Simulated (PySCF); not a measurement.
## Static response to an electric field

Compound: C₄H₇N₃Si.
Cartesian coordinates in Å at the GFN2-xTB level; atoms count from 1:
```xyz
15
C4H7N3Si angstrom
C     -2.6385    0.1740    0.3985
C     -1.2871   -0.3580    0.0630
C     -0.1282    0.4130    0.1356
C      1.0615   -0.2178   -0.2063
Si     2.7828    0.5787   -0.1992
N      1.0354   -1.5024   -0.5796
N     -0.0706   -2.1581   -0.6269
N     -1.2081   -1.6308   -0.3220
H     -2.6555    0.5268    1.4286
H     -3.3810   -0.6082    0.2705
H     -2.8796    1.0143   -0.2508
H     -0.1522    1.4485    0.4427
H      3.6099   -0.1568    0.7517
H      2.5982    1.9688    0.2313
H      3.3086    0.5160   -1.5589
```

Level: PBE0/def2-SVPD (PySCF), static field, nuclei fixed, core orbitals frozen in the response. The polarisability tensor in these axes (au):

```
x   121.37   4.86  -6.13
y     4.86  90.83   7.21
z    -6.13   7.21  67.03
```

Q: What are the eigenvalues, a third of the trace, and Δα (Δα² = ½Σ(αi − αj)² over the three pairs)?

A: Principal values 64.11, 92.54 and 122.58 au; mean 93.08 au = 13.79 Å³ = 15.35 × 10⁻⁴⁰ C²·m²/J; Δα = 50.65 au (54 % of the mean).

Q: What is the dipole moment, and where does it point?

A: (-0.57, 4.73, 1.46) D, 4.98 D in size, pointing from the negative to the positive side. Measured along this direction, the outermost atoms are N7 at the negative end and H14 and H12 at the positive end.

Q: What are the principal values of the traceless quadrupole moment, Θ = ½Σq(3rr − r²1), about the centre of nuclear charge?

A: -10.36, 1.90, 8.46 D·Å. The values depend on the origin, since the dipole doesn't vanish. The electronic extent ⟨r²⟩ about the same centre is 1272 bohr², a root-mean-square distance of 2.32 Å for the 66 electrons.

Q: Find the Langevin capture rate constant for H3+ (3.023 u) meeting this molecule (125.041 u), k = 2.342 × 10⁻⁹ cm³/s × √(α in Å³ / reduced mass in u).

A: The reduced mass is 2.95 u, so k = 5.06 × 10⁻⁹ cm³/s. The formula leaves out the permanent dipole, which adds to the capture rate.

Q: In a dilute gas of rigid molecules at 273 K, how does the orientational term μ²/3kT compare with the electronic polarisability?

A: In Gaussian units μ²/3kT = 219.52 Å³ against 13.79 Å³, a ratio of 15.92; the Debye molar polarisation (4π/3)N_A(α + μ²/3kT) is 588.5 cm³/mol, leaving out the vibrational part.

Q: Sum over states: ᾱ = Σ f/ω², ω in Eh. What share falls to these 8 lowest TDDFT singlets (eV, f)? 3.34, 0.0037; 3.54, 0.0004; 3.96, 0.0004; 4.15, 0.0048; 5.82, 0.0088; 6.17, 0.0038; 6.43, 0.0011; 6.70, 0.0014.

A: They add up to 0.80 au, 0.9 % of the 93.08 au; the largest single term is 0.25 au, from the state at 3.34 eV. Terms in order: 0.25, 0.02, 0.02, 0.21, 0.19, 0.07, 0.02, 0.02 au. Higher excitations give the rest. The strengths listed sum to 0.024.

Isolated species at its GFN2-xTB geometry, gas phase.

The run behind these numbers computed excited states as well. Cost: about 1.8 min of CPU time on one thread (with the writing of density and orbital grids); the machine was shared, so the figure is rough.
